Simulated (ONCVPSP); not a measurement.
## nickel (Ni): one change to an ONCV potential, before and after

```
Element                 : Ni (Z = 28)
Generator               : ONCVPSP 4.0.1
Type                    : optimised norm-conserving Vanderbilt (ONCV)
Functional              : PBE
Relativity              : scalar-relativistic
Frozen core             : [Ne]
Valence charge          : 18
Reference configuration : 3s2 3p6 3d8 4s1 (charge +1)
Partial waves           : 3s+4s: rc 1.10 bohr, ncon 3, nbas 7, qcut 10.7 1/bohr, 2 projectors; 3p: rc 0.75 bohr, ncon 4, nbas 8, qcut 12.5 1/bohr, 1 projector; 3d: rc 1.05 bohr, ncon 4, nbas 9, qcut 15.7 1/bohr, 1 projector
Local potential         : polynomial inside 0.50 bohr (lpopt 2, dvloc0 3 Ha)
Core correction         : none
```

All-electron outer shells of the reference configuration (PBE, scalar-relativistic, ld1.x):

```
shell  level (eV)  outermost node (bohr)  outermost maximum (bohr)
   2p     -853.66                      –                      0.16
   3s     -120.17                   0.30                      0.64
   3p      -80.51                   0.27                      0.65
   3d      -17.92                      –                      0.63
   4s      -13.18                   0.92                      2.13
```

Change: p: qcut 8.9.

Cutoffs: the cutoffs (Ha) at which the residual kinetic energy of the hardest occupied pseudo-wave falls to 1 and 0.1 mHa per electron; they do not see the model core or the augmentation charge, which bear on the density cutoff. Errors are all-electron minus pseudo energies relative to the spin-unpolarised reference configuration.

Problem. What does the change do?

Solution. The potential gets harder (91 Ha and 212 Ha → 110 Ha and 338 Ha); the errors of the 4 common tests hardly move; neither file shows a bound ghost.

| quantity | base | changed |
| --- | --- | --- |
| cutoff, loose | 91 Ha | 110 Ha |
| cutoff, tight | 212 Ha | 338 Ha |
| loose cutoff by channel | s 41 Ha, p 69 Ha, d 91 Ha | s 41 Ha, p 110 Ha, d 91 Ha |
| bound ghosts | none | none |
| GHOST(+) flags under 300 eV | none | none |
| error for 3s2 3p6 3d8 4s2, meV [ΔE -9.32 eV] | +1.3 | +1.3 |
| error for 3s2 3p6 3d8 4s0, meV [ΔE 17.35 eV] | -0.2 | -0.2 |
| error for 3s2 3p6 3d7 4s0, meV [ΔE 54.82 eV] | -6.3 | -6.1 |
| error for 3s2 3p6 3d8 4s1.5, meV [ΔE -5.61 eV] | +0.7 | +0.7 |
| s: phases at 1.12 bohr within 0.05 rad from the reference energy up to (Ha; the scan ends near 5) | to the end of the scan | to the end of the scan |
| p: phases at 0.76 bohr within 0.05 rad from the reference energy up to (Ha; the scan ends near 5) | to the end of the scan | to the end of the scan |
| d: phases at 1.06 bohr within 0.05 rad from the reference energy up to (Ha; the scan ends near 5) | 4.0 | 4.0 |
